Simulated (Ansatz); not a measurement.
`C[O][Sn]([F])([F])[O]C` at its PBE0-D4/def2-TZVP geometry, where that method's forces vanish. Total charge 0; spin multiplicity 1. Sn: def2 effective core potential.

```tsv
atom	x (Å)	y (Å)	z (Å)
C1	1.110	2.190	0.699
O2	1.303	0.786	0.628
Sn3	-0.169	-0.434	0.873
F4	0.576	-2.081	1.447
F5	-1.289	0.247	2.244
O6	-1.299	-0.775	-0.650
C7	-0.929	-1.723	-1.640
H8	0.619	2.495	1.629
H9	0.526	2.564	-0.148
H10	2.100	2.648	0.665
H11	-0.700	-2.703	-1.210
H12	-1.783	-1.830	-2.311
H13	-0.068	-1.384	-2.226
```

(1) For each bond, give half the difference of the two atoms' forces along it (eV/Å; positive pushes the atoms apart) under PBE-D4, r2SCAN-D4, B3LYP-D4, ωB97M-V in def2-TZVPP. (An estimate is asked.)

Results:

(1) Ansatz gave: 
```json
{"bond": "C1–O2", "length (Å)": "1.419", "PBE-D4": "0.18", "r2SCAN-D4": "0.26", "B3LYP-D4": "0.27", "ωB97M-V": "0.31"}
{"bond": "C1–H8", "length (Å)": "1.094", "PBE-D4": "0.06", "r2SCAN-D4": "-0.07", "B3LYP-D4": "-0.10", "ωB97M-V": "-0.10"}
{"bond": "C1–H9", "length (Å)": "1.095", "PBE-D4": "0.06", "r2SCAN-D4": "-0.07", "B3LYP-D4": "-0.09", "ωB97M-V": "-0.10"}
{"bond": "C1–H10", "length (Å)": "1.092", "PBE-D4": "0.12", "r2SCAN-D4": "-0.03", "B3LYP-D4": "-0.12", "ωB97M-V": "-0.12"}
{"bond": "O2–Sn3", "length (Å)": "1.927", "PBE-D4": "0.24", "r2SCAN-D4": "0.05", "B3LYP-D4": "0.07", "ωB97M-V": "-0.13"}
{"bond": "Sn3–F4", "length (Å)": "1.896", "PBE-D4": "0.41", "r2SCAN-D4": "0.08", "B3LYP-D4": "0.20", "ωB97M-V": "0.03"}
{"bond": "Sn3–F5", "length (Å)": "1.896", "PBE-D4": "0.41", "r2SCAN-D4": "0.08", "B3LYP-D4": "0.20", "ωB97M-V": "0.03"}
{"bond": "Sn3–O6", "length (Å)": "1.927", "PBE-D4": "0.24", "r2SCAN-D4": "0.05", "B3LYP-D4": "0.07", "ωB97M-V": "-0.13"}
{"bond": "O6–C7", "length (Å)": "1.419", "PBE-D4": "0.18", "r2SCAN-D4": "0.26", "B3LYP-D4": "0.27", "ωB97M-V": "0.31"}
{"bond": "C7–H11", "length (Å)": "1.094", "PBE-D4": "0.06", "r2SCAN-D4": "-0.07", "B3LYP-D4": "-0.10", "ωB97M-V": "-0.10"}
{"bond": "C7–H12", "length (Å)": "1.092", "PBE-D4": "0.12", "r2SCAN-D4": "-0.03", "B3LYP-D4": "-0.12", "ωB97M-V": "-0.12"}
{"bond": "C7–H13", "length (Å)": "1.095", "PBE-D4": "0.06", "r2SCAN-D4": "-0.07", "B3LYP-D4": "-0.09", "ωB97M-V": "-0.10"}
```

B3LYP here is the variant with VWN-RPA as its local correlation; programs differ in this.
